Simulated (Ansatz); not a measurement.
Mulliken charges of CH₆GaN, SMILES `[CH3][GaH][NH2]` from ωB97M-V/def2-TZVPP in Ansatz (PBE0-D4/def2-TZVP geometry).

```
atom   x (Å)   y (Å)   z (Å)  charge (e)
  C1  -0.279   0.945  -1.125      -0.482
 Ga2   0.513  -0.532  -0.104       0.334
  N3  -0.068  -0.808   1.597      -0.375
  H4  -0.756   0.568  -2.033       0.114
  H5   0.493   1.652  -1.436       0.114
  H6  -1.026   1.483  -0.540       0.108
  H7   1.618  -1.521  -0.609      -0.038
  H8   0.277  -1.537   2.198       0.114
  H9  -0.772  -0.251   2.052       0.110
```

Q: By hand: the dipole of these point charges (1 e Å = 4.8032 D).

A: Σ q r = (0.076, -0.062, -0.046) e Å, of length 0.108 e Å = 0.52 D.

Q: How does the dipole of the full density compare? (Estimate.)

A: The calculation gave: (-0.104, 0.065, 0.099) e Å, 0.76 D; the point charges give 0.68 times that, at 165° from its direction, so they point the opposite way.

Point charges leave out the atoms' own dipoles, such as those of lone pairs, and Mulliken's split depends on the basis, so the two needn't agree.
